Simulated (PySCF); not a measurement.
# Ir (iridium, neutral): PBE calculation

Configuration: [Xe] 4f14 5d6 6s2 6p1, one real determinant (an excited configuration). Computed with PySCF 2.14 in x2c-TZVPPall (11s7p7d3f1g, 97 functions), with scalar relativity by spin-free X2C-1e.

* Total energy: -17829.29 hartree
* One-electron energy: -24427.55 hartree
* Hartree (Coulomb) energy: 6950.95 hartree
* Exchange-correlation energy: -352.69 hartree
* ⟨S²⟩: 8.7549
* ⟨L²⟩: 8.121
* Sum of ⟨r⟩: 47.54 bohr
* Sum of ⟨r²⟩: 73.97 bohr²
* Traceless quadrupole moment −½Σ⟨3z² − r²⟩ along its main axis: -6.20 e·bohr²
* Langevin diamagnetic susceptibility: -58.6 ×10⁻⁶ cm³/mol
* Time after the integrals: about 6 core-seconds

| shell | electrons | mean orbital energy (eV) | spread (eV) | rms radius, mean of both spins (bohr) |
| --- | --- | --- | --- | --- |
| 1s α | 1 | -75860.7 | 0 | 0.0197 |
| 1s β | 1 | -75860.7 | 0 | 0.0197 |
| 2s α | 1 | -13275.3 | 0 | 0.0796 |
| 2s β | 1 | -13275.1 | 0 | 0.0796 |
| 2p α | 3 | -11581.6 | 0.123 | 0.0727 |
| 2p β | 3 | -11581.4 | 0.065 | 0.0727 |
| 3s α | 1 | -3110.4 | 0 | 0.203 |
| 3s β | 1 | -3110.3 | 0 | 0.203 |
| 3p α | 3 | -2612.4 | 0.238 | 0.205 |
| 3p β | 3 | -2612.3 | 0.192 | 0.205 |
| 3d α | 5 | -2042.3 | 0.266 | 0.187 |
| 3d β | 5 | -2042.1 | 0.161 | 0.187 |
| 4s α | 1 | -667.28 | 0 | 0.450 |
| 4s β | 1 | -667.02 | 0 | 0.450 |
| 4p α | 3 | -502.91 | 0.460 | 0.479 |
| 4p β | 3 | -502.67 | 0.369 | 0.479 |
| 4d α | 5 | -295.33 | 0.575 | 0.515 |
| 4d β | 5 | -295.04 | 0.410 | 0.515 |
| 5s α | 1 | -102.94 | 0 | 1.03 |
| 5s β | 1 | -100.92 | 0 | 1.03 |
| 4f α | 7 | -67.238 | 0.544 | 0.593 |
| 4f β | 7 | -66.780 | 0.382 | 0.593 |
| 5p α | 3 | -60.291 | 0.825 | 1.20 |
| 5p β | 3 | -57.769 | 0.161 | 1.20 |
| 5d α | 5 | -11.771 | 0.877 | 1.78 |
| 5d β | 1 | -9.481 | 0 | 1.78 |
| 6s α | 1 | -8.882 | 0 | 2.95 |
| 6s β | 1 | -7.102 | 0 | 2.95 |
| 6p α | 1 | -2.869 | 0 | 4.09 |

⟨L²⟩ = 8.12 against 12 for a pure F term, so this real determinant mixes terms. Spin-orbit coupling, absent here, splits the open shell strongly.

Densities and radii are taken from the X2C orbitals without a picture-change correction, which distorts them close to the nucleus.
